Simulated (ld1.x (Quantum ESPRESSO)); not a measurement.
## What one change does to a pseudopotential (Br (Z = 35), TM)

ld1.x (Quantum ESPRESSO) 7.5 input, shortened:

```
&input
   title='Br', zed=35., rel=1, dft='PBE', iswitch=3,
   config='[Ar] 3d10 4s2 4p5 4d-2'
 /
 &inputp
   pseudotype=2, tm=.true., lloc=0,
   nlcc=.true., rcore=0.75
 /
3
4P  2  1   5.00   0.00  1.40  1.40  0.0
4D  3  2  -2.00  -0.15  1.20  1.20  0.0
4S  1  0   2.00   0.00  1.40  1.40  0.0
 &test
   configts(1)='4s2 4p5'
 /
```

Change: wave 4p (bound): rc 1.40 bohr becomes 4p (bound): rc 1.04 bohr.

Cutoffs: the cutoffs (Ry, on a coarse ladder) from which the occupation-weighted sum of valence levels, in a spherical-Bessel basis at the reference potential, stays within 10 and 1 mRy of its value at 400 Ry; they do not see the model core or the augmentation charge, which bear on the density cutoff. Errors are all-electron minus pseudo energies relative to the spin-unpolarised reference configuration.

**Question.** How do hardness, ghosts and transferability respond?

**Answer.** Both files keep a bound ghost (d, p); of the 7 tests that both files solve, the error grows in 7 and shrinks in 0 by more than 15 % and 0.3 meV (median size 6.7 → 22.3 meV). That the errors move this way runs against the usual rule that smaller radii transfer better.

```csv
quantity,base,changed
"cutoff, loose",50 Ry,260 Ry
"cutoff, tight",100 Ry,over 300 Ry
loose cutoff by channel (10 mRy a level),"p 21 Ry, s 35 Ry","p 230 Ry, s 35 Ry"
bound ghosts,"p, d","d, p"
"error for 4s2 4p4, meV [ΔE 12.55 eV]",-4.3,-22
"error for 4s2 4p3, meV [ΔE 35.31 eV]",-18,-90
"error for 4s2 4p2, meV [ΔE 69.30 eV]",-49,-194
"error for 4s1 4p6, meV [ΔE 12.37 eV]",-6.7,-10
"error for 4s1 4p5, meV [ΔE 25.56 eV]",-17,-45
"error for 4s2 4p5.3, meV [ΔE -1.96 eV]",+0.2,-1.4
"error for 4s2 4p4.5, meV [ΔE 5.07 eV]",-1.3,-5.5
s: phases at 1.55 bohr within 0.05 rad from the reference energy up to (Ry; the scan ends near 5),to the end of the scan,to the end of the scan
p: phases at 1.55 bohr within 0.05 rad from the reference energy up to (Ry; the scan ends near 5),to the end of the scan,to the end of the scan
d: phases at 1.55 bohr within 0.05 rad from the reference energy up to (Ry; the scan ends near 5),2.0,2.0
```

 A true bound ghost makes a file unfit for plane-wave use even where its test errors are small: the radial tests pick states by their node count and pass the ghost by.
